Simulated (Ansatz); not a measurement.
Job for Ansatz (a quantum-chemistry and plane-wave program): R-RI-MP2/def2-QZVPP on H2S2Se (SMILES S[Se]S), a point of a torsion scan. Files ending in .json are basis or fitting sets from the Basis Set Exchange. The run froze 24 orbitals, filled d shells among them.

Ansatz 0.2 input:
```yaml
crystal:
  periodic: [false, false, false]
  atoms:
    - {symbol: S, position_ang: [1.97551134, -0.00120629, -0.51426996]}
    - {symbol: Se, position_ang: [0.38002037, -1.44637678, -0.95778614]}
    - {symbol: S, position_ang: [-0.74711876, -0.49643918, -2.56296120]}
    - {symbol: H, position_ang: [1.18264674, 1.01553293, -0.16723492]}
    - {symbol: H, position_ang: [-0.05223453, -0.96476427, -3.60429901]}
basis:
  gaussian:
    orbitals: def2-QZVPP.json
    fitting: {mean_field: def2-universal-JKFIT, correlation: def2-QZVPP-RIFIT.json}
magnetization: {spin_polarized: false}
correlation: {method: mp2, electrons: outside_noble_gas}
scf: {lower_state_search: off}
```

Give the final energy of this run.

-3196.7331 hartree.
